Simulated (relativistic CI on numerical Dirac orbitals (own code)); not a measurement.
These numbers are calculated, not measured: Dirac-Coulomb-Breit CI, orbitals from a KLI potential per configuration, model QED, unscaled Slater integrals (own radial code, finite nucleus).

The strongest absorption lines from the ground level of an ion, among the configurations computed and to levels below about 366 eV (vacuum wavelength in nm, gf): 6.5656 (0.64), 6.7065 (2.1), 6.7915 (0.81), 6.8630 (0.63), 7.6976 (0.06), 8.4334 (0.21), 8.4832 (0.14), 8.7297 (0.098).

(1) Which ion is it?
A. Rh²⁸⁺
B. Nb²⁴⁺
C. Ag³⁰⁺
D. In³²⁺

Answers

(1) A. Rh²⁸⁺ has 17 electrons and the ground level 3s2 3p5 2P°_3/2; the strongest line goes to 3s2 3p4 3d 2D_5/2. The pattern of lines fixes the number of electrons, and along that sequence the line energies rise steadily with the charge (about as its square where n changes within one kind of shell, about linearly where n is kept but much faster in heavy ions where fine structure, which grows about as Z⁴, sets the gap, and irregularly where shells cross), which fixes Z. Configurations outside the model, such as inner-shell arrays, can give stronger lines. At this charge energies of transitions that change n are usually good to better than 1 %, and those within a shell (Δn = 0) to a few per cent.

LS names give the leading component of a level, which can be under half, so a name can repeat, a term be missing and a line seem to break the LS rules.
